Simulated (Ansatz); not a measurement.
CH5Bi (SMILES [CH3][BiH2]) moved off its minimum; all values from Ansatz (a program for electronic structure), cores frozen in correlated methods. Elements past Kr take the def2 small-core potentials, without spin–orbit coupling.
(charge 0, multiplicity 1)
```xyz
7

Bi    -0.03207    -0.14849     0.18416
H      0.06285    -1.49743    -1.04706
H     -1.66113     0.35251    -0.61001
C      1.16980     1.31000    -1.09619
H      1.03976     2.33407    -0.70913
H      0.87471     1.28306    -2.14192
H      2.20091     1.01550    -0.87760
```

Forces at wB97M-V/def2-TZVPP (eV/Å):

```csv
atom,Fx,Fy,Fz
Bi1,-0.927,0.190,-1.193
H2,0.080,0.411,0.392
H3,0.871,-0.246,0.539
C4,-0.092,0.222,0.821
H5,-0.094,-0.474,-0.099
H6,0.285,-0.195,0.103
H7,-0.123,0.092,-0.562
```

Problem. Give the forces (eV/Å), the total energy and the dipole at CCSD(T)/def2-TZVPPD.

Solution. 
```json
[
 {"atom": "Bi1", "Fx": "-0.894", "Fy": "0.081", "Fz": "-0.632"},
 {"atom": "H2", "Fx": "0.092", "Fy": "0.204", "Fz": "0.187"},
 {"atom": "H3", "Fx": "0.630", "Fy": "-0.170", "Fz": "0.407"},
 {"atom": "C4", "Fx": "0.052", "Fy": "0.416", "Fz": "0.643"},
 {"atom": "H5", "Fx": "-0.112", "Fy": "-0.387", "Fz": "-0.060"},
 {"atom": "H6", "Fx": "0.264", "Fy": "-0.204", "Fz": "0.006"},
 {"atom": "H7", "Fx": "-0.033", "Fy": "0.059", "Fz": "-0.551"}
]
```
Energy -254.6731 hartree, dipole 1.18 D.
